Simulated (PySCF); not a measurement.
Compound: C2H9BFNO.
Atom-mapped SMILES: `[BH3-:1][NH2+:2][CH2:3][O:4][CH2:5][F:6]` (hydrogens: H7, H8, H9 on B1; H10, H11 on N2; H12, H13 on C3; H14, H15 on C5)

Method: PBE0-D3(BJ)/def2-SVP geometry optimisation, gas phase (PySCF 2.14.0); density fitting, grid level 1; the optimiser is geomeTRIC in internal coordinates, started from a GFN2-xTB structure.

Step 0: E = -9133.8729 eV
```
atom  x, y, z in Å  |  force x, y, z in eV/Å
B1     -2.3635   -0.2499    0.0012    0.618   0.020  -0.387
N2     -0.9610   -0.1592   -0.8840   -0.395  -0.008   0.590
C3      0.2031    0.0642   -0.0669    0.870   0.035  -0.422
O4      1.3591    0.0426   -0.9065   -0.574  -0.064   0.280
C5      2.5470    0.1995   -0.2490    0.001   0.545   0.169
F6      2.6630    1.4683    0.2637   -0.107  -0.034  -0.037
H7     -3.2204   -0.4219   -0.8041   -0.560  -0.109  -0.566
H8     -2.4564    0.7880    0.5728   -0.021   0.746   0.367
H9     -2.2204   -1.1750    0.7362    0.149  -0.642   0.472
H10    -1.0756    0.5950   -1.5551    0.083   0.086  -0.240
H11    -0.8742   -1.0340   -1.3938    0.105  -0.108  -0.218
H12     0.1114    1.0340    0.4370   -0.086   0.075   0.036
H13     0.2722   -0.7293    0.6902   -0.100  -0.109   0.092
H14     2.6586   -0.4838    0.6094   -0.049  -0.234   0.029
H15     3.3528    0.0695   -0.9787    0.068  -0.199  -0.165
```

Problem. Estimate the geometry and energy of step 1. (The exact step hangs on the optimiser's Hessian estimate; all steps are aligned on step 0, rigid shifts and turns removed.)

Solution. E = -9133.9405 eV, largest force 0.272 eV/Å
```
atom  x, y, z in Å  |  force x, y, z in eV/Å
B1     -2.3477   -0.2067   -0.0210   -0.200   0.010   0.076
N2     -0.9564   -0.1990   -0.8462    0.210  -0.001  -0.141
C3      0.2292   -0.0359   -0.0257   -0.234   0.139   0.007
O4      1.3324   -0.0048   -0.8829    0.200  -0.050   0.021
C5      2.5296    0.2664   -0.2623   -0.114  -0.094  -0.076
F6      2.5727    1.5601    0.1611    0.039  -0.003   0.026
H7     -3.2236   -0.2997   -0.8732    0.012  -0.008   0.048
H8     -2.3783    0.8627    0.5812   -0.009  -0.039  -0.018
H9     -2.3004   -1.1784    0.7271    0.026   0.022  -0.026
H10    -0.9805    0.5603   -1.5326   -0.009  -0.028   0.040
H11    -0.8698   -1.0617   -1.3908   -0.027   0.041   0.038
H12     0.1207    0.9055    0.5364    0.012  -0.038  -0.001
H13     0.2735   -0.8751    0.6903    0.035  -0.023  -0.024
H14     2.6752   -0.3851    0.6218    0.050   0.040  -0.001
H15     3.3190    0.0995   -1.0108    0.007   0.031   0.030
```

The energy changes by -0.0677 eV. The first-order estimate −F·Δx gives -0.1666 eV and the mean of the old and new forces, exact on a quadratic surface, -0.0642 eV. The step makes an angle of 79° with the force vector and moves no atom by more than 0.165 Å.

What follows is the cost of the whole optimisation. The run took 55 s on one thread, Arm Neoverse N1 (aarch64), no GPU, shared host with 32 logical CPUs at a one-minute load of 27, and the process peaked at 0.54 GiB of memory.
